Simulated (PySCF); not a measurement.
CH₃CdFO. Atoms are numbered in the order given.

```xyz
7

Cd     0.0542    -0.3427     0.0000
F     -0.2744    -2.2387     0.0000
O      0.5390     1.5541     0.0000
C     -0.4065     2.5769     0.0000
H     -1.0661     2.5799    -0.8921
H      0.1264     3.5459     0.0000
H     -1.0661     2.5799     0.8921
```
Charge 0, spin multiplicity 1.

Geometry optimised at PBE0-D3(BJ)/def2-SVP. The def2 effective core potentials stand for the cores of Cd; spin–orbit coupling is left out. One conformer was computed; it need not be the lowest.

The numbers are results of HF/def2-TZVPD (PySCF), not measurements.

Mulliken values depend strongly on the basis, most of all with diffuse functions as here. ESP charges are fitted to the potential on shells at 1.4 to 2.0 van der Waals radii. Atomic charges (e):

```json
[
 {"atom": "Cd1", "ESP fit": "1.23", "Mulliken": "1.38"},
 {"atom": "F2", "ESP fit": "-0.65", "Mulliken": "-0.79"},
 {"atom": "O3", "ESP fit": "-0.72", "Mulliken": "-0.82"},
 {"atom": "C4", "ESP fit": "0.03", "Mulliken": "-0.10"},
 {"atom": "H5", "ESP fit": "0.01", "Mulliken": "0.11"},
 {"atom": "H6", "ESP fit": "0.08", "Mulliken": "0.12"},
 {"atom": "H7", "ESP fit": "0.01", "Mulliken": "0.11"}
]
```
